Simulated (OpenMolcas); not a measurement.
## Potential curves of PBr: spin-free states

Computed with OpenMolcas 26.06: state-averaged CASSCF(10,7) over Br 4p, P 3s 3p, XMS-CASPT2 (IPEA 0.25, imaginary shift 0.2 hartree), scalar X2C, ANO-RCC-VTZP, then RASSI spin–orbit state interaction with atomic mean-field integrals. C2 symmetry about the axis (a holds Σ, Δ, Γ; b holds Π, Φ, H; Σ⁺ and Σ⁻ are not told apart); roots by multiplicity and irrep: 3a 5, 1a 6, 3b 4, 1b 2, 5b 2, 5a 1.

XMS-CASPT2 energies in eV from the lowest point. Curves are followed by energy order within each symmetry, so they are adiabatic and may change character at avoided crossings; Σ⁺ and Σ⁻ are counted together.

| R (Å) | (1)3Σ | (1)1Δ | (1)1Σ | (1)1Π | (1)5Π | (1)5Σ | (2)1Σ | (1)3Δ | (2)3Σ |
| --- | --- | --- | --- | --- | --- | --- | --- | --- | --- |
| 2.003 | 0.373 | 1.224 | 1.883 | 5.137 | 8.047 | 7.203 | 5.823 | 6.099 | 6.225 |
| 2.102 | 0.079 | 0.958 | 1.640 | 4.537 | 6.827 | 6.305 | 5.126 | 5.393 | 5.512 |
| 2.201 | 0.000 | 0.930 | 1.618 | 4.138 | 5.871 | 5.604 | 4.691 | 4.940 | 5.051 |
| 2.311 | 0.078 | 1.044 | 1.757 | 3.868 | 5.070 | 4.991 | 4.413 | 4.655 | 4.746 |
| 2.421 | 0.265 | 1.262 | 1.999 | 3.731 | 4.462 | 4.506 | 4.276 | 4.499 | 4.583 |
| 2.575 | 0.628 | 1.655 | 2.424 | 3.691 | 3.863 | 3.986 | 4.220 | 4.430 | 4.495 |

The 9 lowest clean curves are shown; the next is (3)3Σ, from 4.51 eV. Left out for impure symmetry, kinks or missing points, though low: (1)3Π. Only roots inside an energy window near the equilibrium distance were included, so the list of states is not complete; labels number the states computed. Each spin and symmetry block has orbitals of its own, averaged over its own roots, so gaps between blocks are less sure than gaps within one and near the minimum can be off by tenths of an eV, in bad cases by more. No Rydberg orbitals are active, so Rydberg states, and σ→σ* states whose orbital the CASSCF left unused, can be missing between those listed. CASPT2 splits the two components of degenerate states numerically, here by up to 97 cm⁻¹. Points that failed a check (symmetry, reference weights, a jump) are left out.
